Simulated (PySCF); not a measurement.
Zn(Br)(NMe2) (C2H6BrNZn), SMILES C[N](C)[Zn][Br]. Heavy atoms are numbered as in [Zn:1]([Br:2])[N:3]([CH3:4])[CH3:5]. Hydrogens are named by the atom that carries them.

Geometry optimised at B3LYP-D3(BJ)/def2-SVP. The structure was generated by enumeration; whether it is a known compound was not checked. One conformer was computed; it need not be the lowest.

All values below come from PBE/def2-TZVP run with PySCF.

Atomic charges (e), one atom of each kind:

| atom | meta-Löwdin | Mulliken |
|---|---|---|
| Zn1 | 1.10 | 0.25 |
| Br2 | -0.60 | -0.25 |
| N3 | -0.62 | -0.12 |
| C4 (CH3) | -0.24 | -0.28 |
| H on C4 | 0.10 | 0.11 |
